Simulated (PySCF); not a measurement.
Species: CH4GeO2.
SMILES: `O=[C](O)[GeH3]`

A linear-response calculation (PySCF, def2-SVPD basis, gas phase, vertical, core orbitals frozen in the response) gave these numbers; the functional is withheld.

Orbital energies (eV): HOMO-3 -11.91, HOMO-2 -11.85, HOMO-1 -11.65, HOMO -9.88, LUMO 1.14, LUMO+1 1.56, LUMO+2 2.22.

```tsv
state	E (eV)	f	main configurations (H = HOMO, L = LUMO)
S1	5.25	0.0032	H→L (94%)
S2	7.41	0.116	H→L+1 (82%)
S3	7.92	0.064	H→L+3 (38%), H→L+2 (30%), H-1→L (17%)
S4	8.11	0.115	H→L+2 (46%), H-1→L (32%)
S5	8.20	0.0076	H-2→L (52%), H-4→L (38%)
S6	8.52	0.0042	H-2→L (28%), H-4→L (27%), H→L+5 (25%)
```

Triplets, Tamm–Dancoff:

| state | E (eV) | λ (nm) | main configurations (H = HOMO, L = LUMO) |
| --- | --- | --- | --- |
| T1 | 4.64 | 267.1 | H→L (94%) |
| T2 | 6.03 | 205.5 | H-1→L (80%), H-3→L (9%) |
| T3 | 7.25 | 170.9 | H→L+1 (86%) |
| T4 | 7.52 | 164.8 | H→L+2 (87%) |

Vertical ionisation energy by ΔSCF with the same functional: 10.33 eV. Mean static polarisability: 52.2 au.

Question: Which of these was used?
A. HF
B. wB97X-D
C. PBE
D. B3LYP

Answer: B. wB97X-D is range-separated, 22% exact exchange at short range and 100% at long range (ω = 0.2 bohr⁻¹). In this run −ε(HOMO) = 9.88 eV differs from the ΔSCF value by -0.44 eV, and S1 differs from the orbital gap of 11.02 eV by -5.77 eV. The ratio −ε(HOMO)/IP is 0.96. Usual ranges for neutral molecules in this basis: 0.89 to 0.99 with wB97X-D, 0.5 to 0.7 with PBE, 0.67 to 0.83 with B3LYP; Hartree–Fock can't fall below 1, since the ion's relaxation only lowers the ΔSCF value.

The calculation used TDDFT wB97X-D/def2-SVPD, vertical, gas phase, core orbitals frozen in the response (PySCF). The structure is a single PBE0-D3(BJ)/def2-SVP conformer in the gas phase; no vibrational or solvent corrections. Relativistic effects, spin–orbit coupling among them, are left out although an element past zinc is present.

Hardware: one thread, Arm Neoverse V1, no GPU (shared host). Cost: 27 s wall.

Shape of the structure used: `[O:1]=[C:2]([OH:3])[GeH3:4]`: H–O3–C2–O1 0°.
